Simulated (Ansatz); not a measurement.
Be10O10 (started as a model of: (BeO)10 cage of four- and six-membered rings). The state is a triplet with charge 0. Geometry PBE-D4/def2-SVP, that of the neutral singlet.

```
atom   x (Å)   y (Å)   z (Å)
 Be1  -1.644   0.509  -2.304
  O2  -1.547   1.992  -1.794
 Be3   0.029   1.723  -2.302
  O4  -0.156   0.364  -3.069
 Be5   0.024  -0.701  -1.909
  O6  -1.543  -0.756  -1.386
 Be7  -1.394  -0.655   0.171
  O8  -1.131   0.844   0.805
 Be9  -0.830   1.816  -0.390
 O10   0.738   1.869  -0.913
Be11   1.394   0.655  -0.171
 O12   1.132  -0.844  -0.805
Be13   0.830  -1.816   0.391
 O14  -0.738  -1.869   0.913
Be15  -0.030  -1.723   2.302
 O16   1.547  -1.992   1.793
Be17  -0.024   0.702   1.910
 O18   1.543   0.755   1.386
Be19   1.643  -0.509   2.304
 O20   0.157  -0.364   3.069
```

At PBE-D4/def2-SVP the gap within one spin of the charge 0 triplet nearly closes, so an electron or hole may be smeared out by delocalisation error. At PBE0-D4/def2-SVP a singlet of charge 0 lies 6.32 eV below the triplet at the same geometry.

(1) Estimate the α-spin orbital energies around the gap (eV) in Ansatz with PBE-D4/def2-SVP, PBE0-D4/def2-SVP.

Results:

(1) 
```csv
orbital,PBE-D4/def2-SVP,PBE0-D4/def2-SVP
HOMO−5,-8.51,-9.89
HOMO−4,-8.36,-9.84
HOMO−3,-8.23,-9.80
HOMO−2,-7.99,-9.20
HOMO−1,-7.92,-9.13
HOMO,-2.52,-3.01
LUMO,-2.12,-1.18
LUMO+1,-1.55,-1.17
LUMO+2,-1.44,-0.59
LUMO+3,-1.37,-0.50
LUMO+4,-1.35,-0.24
LUMO+5,-0.72,0.28
β HOMO,-7.77,-9.12
β LUMO,-7.87,-7.81
```
